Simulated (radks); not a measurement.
The numbers below are computed, except where a source is named.
Initial-state core-level shifts of neutral antimony when its valence configuration changes from [Kr] 4d10 5s2 5p3. Level of theory: scalar-relativistic Kohn-Sham, r2SCAN, spin-polarised, spherical densities, finite nucleus; open shells are filled with parallel spins first (spin-orbit coupling, left out, can overturn this in heavy ions); meta-GGA in the generalised Kohn-Sham scheme; Fermi nuclear charge, rms radius 4.6802 fm (a radial shooting solver on a logarithmic mesh with Libxc functionals). Shifts are changes of the shell-averaged eigenvalues in eV (positive: less bound); the change of the density at the nucleus, which sets a Mossbauer isomer shift, is in e/bohr^3, on a base of 2.15e+05.

valence                2p       3p       3d       4s  density at nucleus
4d10 5s1.5 5p3.5   -0.791   -0.800   -0.799   -0.796              -23.84
4d9.5 5s2 5p3.5    -4.489   -4.339   -4.368   -3.720               +9.96
4d9.5 5s1.5 5p4    -5.256   -5.114   -5.143   -4.487              -14.54
4d9 5s2 5p4        -8.994   -8.677   -8.737   -7.378              +20.57
4d10 5p5           -3.294   -3.322   -3.320   -3.300              -95.66
4d9 5p6           -11.919  -11.629  -11.689  -10.284              -85.47
4d10 5s1 5p4       -1.601   -1.620   -1.619   -1.618              -47.47
4d8 5s2 5p5       -18.105  -17.397  -17.529  -14.550              +43.27
